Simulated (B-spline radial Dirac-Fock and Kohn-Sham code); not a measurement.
## Dipole and non-dipole photoemission parameters of Sb 5s

System: atomic antimony, [Kr] 4d10 5s2 5p3; threshold 15.38 eV (orbital energy of the model). The computed values come from a radial B-spline solver: Dirac-Hartree-Slater photoionisation with a Latter tail; cross sections with all multipoles, angular parameters from the dipole term and its interference with E2.

Input file task.json (cfg lists n, l and occupation; rrms is the nuclear radius in fm):

```json
{"items": [{
  "Z": 51,
  "q": 0,
  "cfg": [[1, 0, 2], [2, 0, 2], [2, 1, 6], [3, 0, 2], [3, 1, 6], [3, 2, 10], [4, 0, 2], [4, 1, 6], [4, 2, 10], [5, 0, 2], [5, 1, 3]],
  "A": 121,
  "rrms": 4.6802,
  "do": "xps",
  "hv": [90.6, 97.5, 112.0, 115.0, 163.0, 187.0, 283.0, 300, 303.0, 339.0, 383.0, 400, 459.0, 575.0, 619.0, 647.0, 730.0, 800, 1000, 1253.6, 1420.0, 1470.0, 2190.0, 3940.0, 5414.7, 6000, 9140.0, 12000, 12400.0, 14000.0],
  "edges": {"K": 30491.0, "L1": 4698.0, "L2": 4380.0, "L3": 4132.0, "M1": 940.0, "M2": 812.7, "M3": 766.4, "M4": 537.5, "M5": 528.2, "N1": 153.2, "N2": 95.6, "N3": 95.6}
}]}
```

Run with: `python xray2_run.py task.json out`

| hν (eV) | σ (kb) | β | γ |
| --- | --- | --- | --- |
| 90.6 | 82.3 | 1.950 | 0.134 |
| 97.5 | 76.1 | 1.953 | 0.150 |
| 112 | 65.4 | 1.958 | 0.174 |
| 115 | 63.6 | 1.958 | 0.179 |
| 163 | 42.3 | 1.968 | 0.234 |
| 187 | 35.7 | 1.971 | 0.253 |
| 283 | 20.6 | 1.978 | 0.290 |
| 300 | 19.0 | 1.978 | 0.292 |
| 303 | 18.7 | 1.979 | 0.292 |
| 339 | 16.0 | 1.980 | 0.294 |
| 383 | 13.4 | 1.981 | 0.293 |
| 400 | 12.5 | 1.982 | 0.292 |
| 459 | 10.2 | 1.983 | 0.285 |
| 575 | ? | ? | ? |
| 619 | 6.40 | 1.985 | 0.251 |
| 647 | 5.97 | 1.985 | 0.244 |
| 730 | 4.91 | 1.986 | 0.222 |
| 800 | 4.22 | 1.987 | 0.204 |
| 1000 | 2.90 | 1.988 | 0.150 |
| 1253.6 | 1.96 | 1.989 | 0.089 |
| 1420 | 1.58 | 1.989 | 0.054 |
| 1470 | 1.48 | 1.989 | 0.044 |
| 2190 | 0.724 | 1.990 | -0.057 |
| 3940 | 0.239 | 1.991 | -0.090 |
| 5414.7 | 0.128 | 1.992 | -0.002 |
| 6000 | 0.104 | 1.992 | 0.048 |
| 9140 | 0.0435 | 1.992 | 0.374 |
| 12000 | 0.0242 | 1.991 | 0.693 |
| 12400 | 0.0225 | 1.991 | 0.737 |
| 14000 | 0.0172 | 1.991 | 0.913 |

Problem. Give the values at 575 eV.

Solution. σ = 7.20 kb, β = 1.984, γ = 0.262. For an s subshell δ is negligible.
